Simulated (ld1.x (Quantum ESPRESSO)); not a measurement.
Before and after: TM potential for Se (Z = 34)

```json
{
 "Element": "Se (Z = 34)",
 "Generator": "ld1.x (Quantum ESPRESSO) 7.5",
 "Type": "norm-conserving Troullier–Martins (Kleinman–Bylander form)",
 "Functional": "PBEsol",
 "Relativity": "scalar-relativistic",
 "Frozen core": "[Ar]",
 "Valence charge": "16",
 "Reference configuration": "3d10 4s2 4p4",
 "Partial waves": "4s (bound): rc 1.55 bohr; 4p (bound): rc 1.40 bohr; 3d (bound): rc 0.85 bohr",
 "Local potential": "all-electron potential smoothed inside 1.40 bohr (lloc = -2)",
 "Core correction": "a·sin(br)/r model core, default radius (core density twice the valence density)"
}
```

Change: all radii but the core radius scaled by about 1.22 (s 1.90, p 1.70, d 1.04 bohr); local potential all-electron potential smoothed inside 1.70 bohr (lloc = -2).

Cutoffs: the cutoffs (Ry, on a coarse ladder) from which the occupation-weighted sum of valence levels, in a spherical-Bessel basis at the reference potential, stays within 10 and 1 mRy of its value at 400 Ry; they do not see the model core or the augmentation charge, which bear on the density cutoff. Errors are all-electron minus pseudo energies relative to the spin-unpolarised reference configuration.

**Question.** How do hardness, ghosts and transferability respond?

**Answer.** Of the 7 tests that both files solve, the error grows in 3 and shrinks in 1 by more than 15 % and 0.3 meV (median size 1.3 → 9.5 meV); neither file shows a bound ghost.

```tsv
quantity	base	changed
cutoff, loose	over 300 Ry	260 Ry
cutoff, tight	over 300 Ry	over 300 Ry
loose cutoff by channel (10 mRy a level)	s 18 Ry, p 10 Ry, d 300 Ry	s 18 Ry, p 12 Ry, d 230 Ry
bound ghosts	none	none
error for 3d10 4s2 4p3, meV [ΔE 10.85 eV]	+1.3	+0.7
error for 3d10 4s2 4p2, meV [ΔE 31.22 eV]	+10.0	+8.7
error for 3d10 4s2 4p1, meV [ΔE 62.12 eV]	+25	+28
error for 3d10 4s0 4p6, meV [ΔE 21.98 eV]	0.0	-39
error for 3d10 4s1 4p5, meV [ΔE 10.89 eV]	-0.5	-9.5
error for 3d10 4s2 4p3.5, meV [ΔE 4.31 eV]	0.0	-0.2
error for 3d10 4s2 4p0, meV [ΔE 104.33 eV]	+33	+57
```
